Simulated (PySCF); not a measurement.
C3H7FSi2, SMILES C#C[SiH2][C@H](F)[SiH3]. Coordinates come from a PBE-D3(BJ)/def2-SVP optimisation. The structure was generated by enumeration; whether it is a known compound was not checked. One conformer was computed; it need not be the lowest.

Question: Give the equilibrium geometry at PBE-D3(BJ)/def2-SVP (PySCF confirms it by a frequency run) as Cartesian coordinates in Å. (Estimate from the structure and the level; the computed values follow.)

Answer: This is not unique; one that fits is 
```xyz
13

C      2.5679     1.5954     1.0299
C      1.9569     0.5974     0.6542
Si     0.9909    -0.8651     0.1013
C     -0.8744    -0.4765     0.2707
F     -1.5684    -1.6503    -0.1141
Si    -1.5170     0.9744    -0.7998
H      3.1113     2.4722     1.3587
H      1.3285    -2.0572     0.9494
H      1.3006    -1.1686    -1.3359
H     -1.1005    -0.2640     1.3423
H     -1.1657     0.7228    -2.2387
H     -0.8844     2.2571    -0.3373
H     -3.0108     1.0609    -0.6605
```
Charge 0, spin multiplicity 1.
